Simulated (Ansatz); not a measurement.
`[SiH3][O][InH2]` and `C[O][InH2]` differ in one element.

Ansatz, PBE0-D4/def2-TZVP geometries, multiplicity 1. 

Elements past krypton have def2 core potentials.

```json
{"property": "HOMO–LUMO gap (PBE/def2-TZVPP) / eV", "`[SiH3][O][InH2]`": "4.15"}
{"property": "LUMO energy (PBE0/def2-TZVPP) / eV", "`[SiH3][O][InH2]`": "-1.79"}
{"property": "size of the dipole moment (B3LYP/def2-TZVPP) / D", "`[SiH3][O][InH2]`": "2.62"}
{"property": "HOMO energy (PBE/def2-TZVPP) / eV", "`[SiH3][O][InH2]`": "-6.67"}
{"property": "LUMO energy (B3LYP/def2-TZVPP) / eV", "`[SiH3][O][InH2]`": "-2.09"}
{"property": "HOMO–LUMO gap (PBE0/def2-TZVPP) / eV", "`[SiH3][O][InH2]`": "6.26"}
```

**Question.** What does the change do to each property? (An estimate is asked.)

**Answer.** Computed: 
| property | `C[O][InH2]` | shift |
| --- | --- | --- |
| HOMO–LUMO gap (PBE/def2-TZVPP) / eV | 3.68 | -0.47 |
| LUMO energy (PBE0/def2-TZVPP) / eV | -1.52 | 0.27 |
| size of the dipole moment (B3LYP/def2-TZVPP) / D | 1.59 | -1.03 |
| HOMO energy (PBE/def2-TZVPP) / eV | -5.90 | 0.77 |
| LUMO energy (B3LYP/def2-TZVPP) / eV | -1.81 | 0.28 |
| HOMO–LUMO gap (PBE0/def2-TZVPP) / eV | 5.77 | -0.49 |

With PBE0 the HOMO rises by 0.76 eV and the LUMO rises by 0.27 eV, so the gap narrows by about 0.49 eV. PBE moves the HOMO by 0.77 eV and ωB97M-V by 0.66 eV. Dipoles are sizes alone; their direction can turn.

B3LYP here is the variant with VWN-RPA as its local correlation; programs differ in this.
